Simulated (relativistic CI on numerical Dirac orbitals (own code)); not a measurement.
## Ligand-field terms of d2

Computed with a parametric ligand-field model of a d^n configuration (Racah B and C, spin-orbit zeta, crystal field), exact diagonalisation.

Field parameters in Wybourne normalisation: Oh B⁴₀ = 21Dq, B⁴₄ = √(5/14) B⁴₀. The field is a parameter set, without covalency.

Question: Ground term and bands for B = 830, C = 4290, ζ = 0 cm⁻¹, Oh, 10Dq = 37350 cm⁻¹?

Answer: Ground term 3T1 with 0.01 electrons in the two orbitals of the cubic e set. Spin-allowed: 3T2 35407 cm⁻¹ (282 nm), 3T1 45913 cm⁻¹ (218 nm), 3A2 72757 cm⁻¹ (137 nm). Lowest spin-forbidden: 1T2 13882 cm⁻¹ (720 nm), 1E 13995 cm⁻¹ (715 nm), 1A1 31485 cm⁻¹ (318 nm).

Question: Ground term and bands for B = 830, C = 4290, ζ = 0 cm⁻¹, Oh, 10Dq = 32370 cm⁻¹?

Answer: Ground term 3T1 with 0.01 electrons in the two orbitals of the cubic e set. Spin-allowed: 3T2 30493 cm⁻¹ (328 nm), 3T1 41066 cm⁻¹ (244 nm), 3A2 62863 cm⁻¹ (159 nm). Lowest spin-forbidden: 1T2 13913 cm⁻¹ (719 nm), 1E 14044 cm⁻¹ (712 nm), 1A1 31098 cm⁻¹ (322 nm).

Question: Ground term and bands for B = 830, C = 4290, ζ = 0 cm⁻¹, Oh, 10Dq = 14110 cm⁻¹?

Answer: Ground term 3T1 with 0.05 electrons in the two orbitals of the cubic e set. Spin-allowed: 3T2 12714 cm⁻¹ (787 nm), 3T1 23768 cm⁻¹ (421 nm), 3A2 26824 cm⁻¹ (373 nm). Lowest spin-forbidden: 1T2 14058 cm⁻¹ (711 nm), 1E 14355 cm⁻¹ (697 nm), 1A1 27787 cm⁻¹ (360 nm).

Question: Ground term and bands for B = 830, C = 4290, ζ = 0 cm⁻¹, Oh, 10Dq = 19090 cm⁻¹?

Answer: Ground term 3T1 with 0.03 electrons in the two orbitals of the cubic e set. Spin-allowed: 3T2 17503 cm⁻¹ (571 nm), 3T1 28366 cm⁻¹ (353 nm), 3A2 36593 cm⁻¹ (273 nm). Lowest spin-forbidden: 1T2 14021 cm⁻¹ (713 nm), 1E 14243 cm⁻¹ (702 nm), 1A1 29190 cm⁻¹ (343 nm).

Question: Ground term and bands for B = 830, C = 4290, ζ = 0 cm⁻¹, Oh, 10Dq = 15770 cm⁻¹?

Answer: Ground term 3T1 with 0.04 electrons in the two orbitals of the cubic e set. Spin-allowed: 3T2 14302 cm⁻¹ (699 nm), 3T1 25284 cm⁻¹ (396 nm), 3A2 30072 cm⁻¹ (333 nm). Lowest spin-forbidden: 1T2 14048 cm⁻¹ (712 nm), 1E 14315 cm⁻¹ (699 nm), 1A1 28323 cm⁻¹ (353 nm).
